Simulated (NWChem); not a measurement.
System meant: BaCl cation; SMILES [Cl][Ba+]

NWChem input:

```
start job
memory heap 200 mb stack 900 mb global 1100 mb
charge 1
geometry units angstroms noautoz
  Ba     0.000000     0.000000    -0.618986
  Cl     0.000000     0.000000     2.033092
end
basis spherical
  * library def2-svp
end
ecp
  Ba library def2-ecp
end
dft
  odft
  mult 2
  xc b3lyp
  iterations 150
  mulliken
end
task dft energy
```

End of the output:

```
 Summary of "ao basis" -> "" (spherical)
 ------------------------------------------------------------------------------
       Tag                 Description            Shells   Functions and Types
 ---------------- ------------------------------  ------  ---------------------
 *                          def2-svp                  on all atoms

                                 NWChem DFT Module
                                 -----------------

 Summary of "ao basis" -> "ao basis" (spherical)
 ------------------------------------------------------------------------------
       Tag                 Description            Shells   Functions and Types
 ---------------- ------------------------------  ------  ---------------------
 Ba                         def2-svp                 9       23   4s3p2d
 Cl                         def2-svp                 8       18   4s3p1d

 Summary of "ao basis" -> "ao basis" (spherical)
 ------------------------------------------------------------------------------
       Tag                 Description            Shells   Functions and Types
 ---------------- ------------------------------  ------  ---------------------
 Ba                         def2-svp                 9       23   4s3p2d
 Cl                         def2-svp                 8       18   4s3p1d

      Symmetry analysis of basis
      --------------------------

        a1         17
        a2          0
        b1          3
        b2          3
        e          18

  number of electrons :                   26
  multiplicity        :                    2
 ------------------------------------------------------------------------
  no. of electrons and multiplicity not compatible                  26
 ------------------------------------------------------------------------
 ------------------------------------------------------------------------
  current input line :
    21: task dft energy
 ------------------------------------------------------------------------
 ------------------------------------------------------------------------
 There is an error in the input file
 ------------------------------------------------------------------------
 For more information see the NWChem manual at https://nwchemgit.github.io

0: no. of electrons and multiplicity not compatible:Received an Error in Communication
```

### Question
What is wrong, and how is it mended?

### Answer
The program refused the input. Cause: the multiplicity doesn't fit the number of electrons (an even count wants an odd multiplicity, and the reverse). This input runs:
```
start job
memory heap 200 mb stack 900 mb global 1100 mb
charge 1
geometry units angstroms noautoz
  Ba     0.000000     0.000000    -0.618986
  Cl     0.000000     0.000000     2.033092
end
basis spherical
  Ba library def2-svp
  Cl library def2-svp
end
ecp
  Ba library def2-ecp
end
dft
  xc b3lyp
  iterations 150
  mulliken
end
task dft energy
```
It converges to -485.42179 Ha (B3LYP/def2-SVP with def2 effective core potentials on Ba).
